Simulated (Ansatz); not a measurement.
Reaction (substitution at a C–B bond): `CB(N)Br` + `[F][Al]([Cl])[SeH]` → `C[Se][Al]([F])[Cl]` + `NBBr`

Computed with Ansatz on PBE0-D4/def2-TZVP structures; ΔE is electronic, products minus reactants. CBS: MP2 limit from def2 TZ/QZ plus the TZ coupled-cluster correction, frozen cores. Functionals use def2-TZVPP. B3LYP here is the variant with VWN-RPA as its local correlation; programs differ in this. For Br, Se outer-core shells are correlated without core-valence functions, which leaves a few kJ/mol of doubt a bond. Scalar relativity is left out up to krypton. One conformer a species, not always the lowest.

```
         level  ΔE (kJ/mol)
     revPBE-D4         53.8
  CAM-B3LYP-D4         59.6
         B3LYP         56.2
         BHLYP         59.1
       LC-ωPBE         63.2
 HF/def2-TZVPP         58.0
MP2/def2-TZVPP         56.0
  HF/CBS(def2)         57.8
```

Problem. What does CCSD(T)/CBS give? (Best estimate.)

Solution. Computed: +57.5 kJ/mol. The listed levels differ from it by -3.7, 2.1, -1.3, 1.6, 5.7, 0.5, -1.5, 0.3 kJ/mol.

Largest T1 diagnostic among the species: 0.010.

At CCSD(T), def2-SVP lies +8.6 kJ/mol from the extrapolated value and def2-TZVPP −0.9 kJ/mol. Leaving LDA and LC-ωPBE aside and taking each functional with its dispersion term where it has one, the values, not all of them listed here, spread over 14.7 kJ/mol, from BLYP-D4 to B97M-V. LDA lies +10.0 kJ/mol from PBE without D4.
